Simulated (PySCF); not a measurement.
Levels along the 19-electron series

One electron added to the closed shell [Ar]: EOM-EA-CCSD calculated with PySCF 2.14, two-component X2C-1e with screened spin-orbit coupling, each ion in its own even-tempered basis, [Ne] frozen, the virtual space cut to natural spinors and corrected at second order; no Breit or QED terms. Binding energy of 3d3/2 and energies of the other levels above it, in eV.

```json
{"ion": "W⁵⁵⁺", "3d3/2 binding": "5336.9", "4s1/2 − 3d3/2": "2141.2", "NIST ionisation energy": "5348 ± 4 (s)"}
{"ion": "Re⁵⁶⁺", "3d3/2 binding": "5523.0", "4s1/2 − 3d3/2": "2212.4", "NIST ionisation energy": "5528 ± 5 (t)"}
{"ion": "Os⁵⁷⁺", "3d3/2 binding": "5712.3", "4s1/2 − 3d3/2": "2284.4", "NIST ionisation energy": "5717 ± 6 (t)"}
{"ion": "Ir⁵⁸⁺", "3d3/2 binding": "5904.9", "4s1/2 − 3d3/2": "2357.2", "NIST ionisation energy": "5910 ± 6 (t)"}
{"ion": "Pt⁵⁹⁺", "3d3/2 binding": "6100.9", "4s1/2 − 3d3/2": "2430.9", "NIST ionisation energy": "6106 ± 7 (t)"}
{"ion": "Au⁶⁰⁺", "3d3/2 binding": "6300.1", "4s1/2 − 3d3/2": "2506.4", "NIST ionisation energy": "6305 ± 10 (t)"}
{"ion": "Hg⁶¹⁺", "3d3/2 binding": "6502.8", "4s1/2 − 3d3/2": "2581.8", "NIST ionisation energy": "6508 ± 12 (t)"}
{"ion": "Tl⁶²⁺", "3d3/2 binding": "6708.7", "4s1/2 − 3d3/2": "2657.8", "NIST ionisation energy": "6714 ± 15 (t)"}
{"ion": "Pb⁶³⁺", "3d3/2 binding": "6918.1", "4s1/2 − 3d3/2": "2734.6", "NIST ionisation energy": "6924 ± 19 (t)"}
{"ion": "Bi⁶⁴⁺", "3d3/2 binding": "7130.6", "4s1/2 − 3d3/2": "2812.9", "NIST ionisation energy": "7137 ± 24 (t)"}
```

Each ion has its own basis, which adds noise of up to about 0.1 % of the binding energies along the series.

NIST values marked (s) are semi-empirical, (t) theoretical.
